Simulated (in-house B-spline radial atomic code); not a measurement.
## One electron outside the 1s2 core: Sn⁴⁷⁺

Computed with an all-electron radial atomic-structure program (B-spline basis), no-pair Dirac-Coulomb Hamiltonian, finite nucleus. Rungs: frozen-core Dirac-Hartree-Fock (DHF); Brueckner orbitals from the second-order correlation potential; the same with the Coulomb interaction screened by the core and the hole-particle interaction summed; Breit and QED terms from differences of relaxed Dirac-Fock atoms, where computed. Partial waves beyond l = 6 are extrapolated. The tables show a selection of states; those near core-excited levels, with erratic corrections or far from their DHF start are never shown.

Removal energies (eV):

```
state      DHF  second order  screened  Breit + QED    final
2s1/2  8315.91       8316.08   8316.08        -9.19  8306.89
2p1/2  8207.33       8207.76   8207.76        -8.78  8198.98
2p3/2  7935.84       7936.18   7936.18        -3.94  7932.24
3s1/2  3641.25       3641.29   3641.29        -2.71  3638.59
3p1/2  3611.17       3611.28   3611.28        -2.45  3608.83
3p3/2  3530.64       3530.72   3530.72        -1.12   3529.6
3d3/2  3519.76        3519.8    3519.8       -0.081  3519.72
3d5/2  3495.46             ?         ?            ?        ?
4s1/2   2029.3             ?         ?            ?        ?
4p1/2  2016.97       2017.01   2017.01            -        -
```

Q: What does correlation do to 4s1/2?

A: It adds 0.0192 eV to the removal energy in second order and 0.01935 eV with screening, giving 2029.32 eV before Breit and QED terms, which weren't computed for this state.

Q: What does correlation do to 3d5/2?

A: It adds 0.03517 eV to the removal energy in second order and 0.03549 eV with screening; Breit and QED add -0.0728 eV, for a final 3495.42 eV.

Q: How does the lowest state compare with the NIST ionisation energy?

A: 2s1/2 is bound by 8306.887 eV, without recoil; NIST lists 8306.95 ± 0.04 eV (tabulated theory), a difference of -0.063 eV.

Electric-dipole lines from 2s1/2 (reduced matrix elements in atomic units, length form, static core polarisation, sign of DHF taken positive):

```
upper      DHF  + core polarisation  + Brueckner  λ (nm)   A (s⁻¹)
2p1/2  0.08311              0.08301      0.08301  11.489   4.6e+09
2p3/2   0.1214               0.1213       0.1213  3.3094  2.06e+11
```

Magnetic hyperfine constants per unit nuclear g factor (MHz, nucleus as a uniformly magnetised ball; they apply to isotopes with nuclear spin):

| state | DHF | + core polarisation | + Brueckner |
| --- | --- | --- | --- |
| 2s1/2 | 4.913e+06 | 4.984e+06 | 4.984e+06 |
| 2p1/2 | 1.586e+06 | 1.603e+06 | 1.603e+06 |
| 2p3/2 | 250700 | 237400 | 237400 |
| 3s1/2 | 1.444e+06 | 1.463e+06 | 1.463e+06 |
| 3p1/2 | 474400 | 478300 | 478300 |
| 3p3/2 | 75320 | 72350 | 72350 |
